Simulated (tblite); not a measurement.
Parent: `[CH3:1][Si@@H:2]([Cl:3])[CH2:4][C:5]#[N:6]` with C1–Si2–C4–C5 59°, C3H6ClNSi.

Computed geometry: GFN2-xTB, gas phase. One conformer each, not checked by frequencies here.

```
coordinate of the parent    value
                  C1–Si2  1.895 Å
                 Si2–Cl3  2.027 Å
                  Si2–C4  1.925 Å
                   C4–C5  1.429 Å
                   C5≡N6  1.144 Å
              C1–Si2–Cl3   110.2°
               C1–Si2–C4   109.0°
              Cl3–Si2–C4   106.4°
               Si2–C4–C5   111.1°
                C4–C5–N6   178.7°
```

Problem. How does the shared frame change in `[N:1]#[C:2][CH2:3][Si@@H:4]([Cl:5])[CH2:6][CH2:7][SiH3:8]` with C2–C3–Si4–Cl5 -72°, C3–Si4–C6–C7 -174°, Si4–C6–C7–Si8 179°, C4H10ClNSi2? Atoms pair as C1 = C6, Si2 = Si4, Cl3 = Cl5, C4 = C3, C5 = C2, N6 = N1 (parent first).

Solution. 
| parent | relative | value in the relative | change |
| --- | --- | --- | --- |
| C1–Si2 | C6–Si4 | 1.901 Å | +0.006 |
| Si2–Cl3 | Si4–Cl5 | 2.018 Å | -0.009 |
| Si2–C4 | Si4–C3 | 1.926 Å | +0.001 |
| C4–C5 | C3–C2 | 1.429 Å | 0.000 |
| C5≡N6 | C2≡N1 | 1.144 Å | 0.000 |
| C1–Si2–Cl3 | C6–Si4–Cl5 | 110.5° | +0.3 |
| C1–Si2–C4 | C6–Si4–C3 | 109.7° | +0.7 |
| Cl3–Si2–C4 | Cl5–Si4–C3 | 108.1° | +1.7 |
| Si2–C4–C5 | Si4–C3–C2 | 111.2° | +0.1 |
| C4–C5–N6 | C3–C2–N1 | 178.4° | -0.3 |

Of the parent's bonds, Si2–Cl3 changes most (-0.009 Å). Bonds of the relative outside the shared frame: C6–C7 1.531, C7–Si8 1.904 Å. Point group C1 → C1.
